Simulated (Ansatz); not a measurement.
PAsAsSb tetrahedron (SbAs2P). Total charge 0; singlet. Geometry r2SCAN-D4/def2-SVP, basis def2-TZVP, Ansatz.

```json
{"run": "A", "HOMO (eV)": "-9.03", "LUMO (eV)": "0.32"}
{"run": "B", "HOMO (eV)": "-5.88", "LUMO (eV)": "-2.15"}
{"run": "C", "HOMO (eV)": "-6.46", "LUMO (eV)": "-1.84"}
{"run": "D", "HOMO (eV)": "-6.14", "LUMO (eV)": "-2.08"}
{"run": "E", "HOMO (eV)": "-8.57", "LUMO (eV)": "0.19"}
{"run": "F", "HOMO (eV)": "-6.78", "LUMO (eV)": "-1.50"}
```

In the def2 sets Sb takes a core potential; there is no spin–orbit coupling. LC-ωPBE has ω = 0.4 bohr⁻¹.

Q: The runs used LC-ωPBE, PBE, PBE0, r2SCAN, r2SCANh, ωB97M-V. Estimate which is which.

A: A LC-ωPBE (range-separated); B PBE (0 % exact exchange); C r2SCANh (10 % exact exchange); D r2SCAN (0 % exact exchange); E ωB97M-V (range-separated); F PBE0 (25 % exact exchange). Exact exchange lowers occupied and raises empty levels; among semilocal functionals meta-GGAs tend to open the gap a little, and such runs are hard to tell apart. The gap grows from 3.73 eV (PBE) to 9.35 eV (LC-ωPBE).
